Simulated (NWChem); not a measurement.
**Correlation energy of Te (+1)**

SMILES: [Te+]
```xyz
1

Te     0.0000     0.0000     0.0000
```
Charge +1, spin multiplicity 4.

The numbers come from NWChem runs, not from measurements.

Basis set: def2-SVP. Each correlation energy counts from its own Hartree-Fock reference.

```tsv
method	correlation energy (mHa)
CCSD[T] on UHF	-75.4
CCSD on ROHF	-75.8
SCS-UMP2	-58.0
CCSDT on ROHF	-76.9
CCSD(T) on UHF	-75.4
CCSD(T) on ROHF	-76.8
UMP2	-61.9
CCSD on UHF	-74.4
CCSD[T] on ROHF	-76.8
```

The values span 18.8 mHa, from CCSDT on ROHF (lowest) to SCS-UMP2 (highest). 

Effective core potentials replace the inner electrons of Te; spin-orbit coupling is left out. The correlated methods keep 4 core orbitals frozen. The stability of the SCF solutions was not checked. Open-shell Hartree-Fock references start from PBE0 orbitals. Coupled-cluster values serve here as a point of comparison, not as the truth.
